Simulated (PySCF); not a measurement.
**Carbon: a sound run and one with changed settings**

Sound run: C+ [He] 2s2 2p1, C(2+) [He] 2s2. All numbers are calculated (PySCF 2.14, the spin-free X2C one-electron Hamiltonian (Gaussian nucleus), in jorge-DZP-DKH). In the sound run the correlated levels freeze 1s2. The sound run starts from symmetry-adapted Hartree-Fock orbitals and uses a fine grid where one is needed.

Changed run: initial guess 1e, at most 50 SCF cycles.

| species | method | sound run (hartree) | changed run (hartree) | converged |
| --- | --- | --- | --- | --- |
| C+ | UHF | -37.30641 | -37.30641 | yes |
| C+ | M06-2X | -37.43849 | -37.43849 | yes |
| C+ | CCSD(T) | -37.37473 | -37.37473 | yes |
| C(2+) | PBE | -36.47096 | -36.47096 | yes |
| C(2+) | MP2 | -36.45870 | -36.45870 | yes |

Here the plain start reaches the same solutions.
